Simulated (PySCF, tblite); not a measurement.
Isomers of C5H5FN (doublet state), one GFN2-xTB conformer each. Single-point energies are computed at B3LYP/pcH-1 (PySCF, gas phase, no added dispersion term), electronic only. GFN2-xTB treats the open shell by occupation alone, and not every SCF solution was tested for stability.

```json
{"SMILES": "[H]/[C]=C(F)/N=C/C=C", "GFN2-xTB relative energy (kJ/mol)": "154.2"}
{"SMILES": "C=C[C](F)CC#N", "GFN2-xTB relative energy (kJ/mol)": "0.0"}
{"SMILES": "C=[C]/C=N/C(=C)F", "GFN2-xTB relative energy (kJ/mol)": "31.5"}
```

Conformers: `[H]/[C:1]=[C:2]([F:3])/[N:4]=[CH:5]/[CH:6]=[CH2:7]` (doublet state) with C1–C2–N4–C5 180°, N4–C5–C6–C7 180°; `[CH2:1]=[CH:2][C:3]([F:4])[CH2:5][C:6]#[N:7]` (doublet state) with C1–C2–C3–F4 179°, C2–C3–C5–C6 67°; `[CH2:1]=[C:2]/[CH:3]=[N:4]/[C:5](=[CH2:6])[F:7]` (doublet state) with C3–N4–C5–C6 180°.

Task: What does B3LYP/pcH-1 give for the same structures?

Result: 
```tsv
SMILES	B3LYP/pcH-1 E (Eh)	B3LYP/pcH-1 (kJ/mol)	GFN2-xTB (kJ/mol)	point group
C=C[C](F)CC#N	-348.07426	0.0	0.0	C1
C=[C]/C=N/C(=C)F	-348.04236	83.7	31.5	–
[H]/[C]=C(F)/N=C/C=C	-348.00924	170.7	154.2	Cs
```

Both levels put the same isomer lowest; measured from each level's own lowest isomer, the values differ by up to 52.2 kJ/mol (C=[C]/C=N/C(=C)F: 31.5 against 83.7). 

Task: What happens when harmonic zero-point energies from GFN2-xTB frequencies are added?

Result: 
```csv
SMILES,ZPE (kJ/mol),electronic (kJ/mol),with ZPE (kJ/mol)
C=C[C](F)CC#N,220.6,0.0,0.0
C=[C]/C=N/C(=C)F,213.8,83.7,77.0
[H]/[C]=C(F)/N=C/C=C,214.4,170.7,164.6
```

The zero-point energies span 6.8 kJ/mol. The order is unchanged.
